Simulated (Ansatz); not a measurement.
Consider the ligand exchange at a B–O bond: `CCOBO` + H₂S → `CCOBS` + H₂O.

Isolated molecules relaxed with PBE0-D4/def2-TZVP in Ansatz; ΔE leaves out vibrations. CCSD(T)/CBS adds triple-zeta CCSD(T) − MP2 to the extrapolated MP2 energy (def2 sets, frozen cores). This one scheme is used for every species. Functionals use def2-TZVPP. B3LYP here is the variant with VWN-RPA as its local correlation; programs differ in this. Each species was taken in one conformer, which may not be the lowest.

| level | ΔE (kJ/mol) | difference from CCSD(T)/CBS |
| --- | --- | --- |
| PBE-D4 | 53.9 | -3.6 |
| r2SCAN-D4 | 60.3 | 2.8 |
| B3LYP-D4 | 63.5 | 6.0 |
| ωB97X-V | 63.3 | 5.8 |
| ωB97M-V | 64.5 | 7.0 |
| B2PLYP | 64.9 | 7.4 |
| PBE | 56.5 | -1.0 |
| r2SCAN | 61.1 | 3.6 |
| PBE0 | 58.7 | 1.2 |
| B3LYP | 67.7 | 10.2 |
| HF/def2-TZVPP | 77.8 | 20.3 |
| SCS-MP2/def2-TZVPP | 62.2 | 4.7 |
| HF/def2-QZVPP | 78.0 | 20.5 |
| SCS-MP2/def2-QZVPP | 60.0 | 2.5 |
| MP2/CBS(def2) | 53.3 | -4.2 |
| CCSD/CBS(def2) | 60.6 | 3.1 |
| CCSD(T)/CBS | 57.5 | 0 |

Largest T1 diagnostic among the species: 0.013.

In def2-TZVPP, CCSD(T) changes the Hartree–Fock value by −15.9 kJ/mol (the triples alone add −3.1 kJ/mol) and MP2 by −20.2 kJ/mol. The D4 term adds −4.1 kJ/mol with B3LYP and −2.3 kJ/mol with PBE0; it sums over pairs of atoms, weighted by their polarisabilities, and B3LYP, whose exchange is more repulsive, gets the larger term.
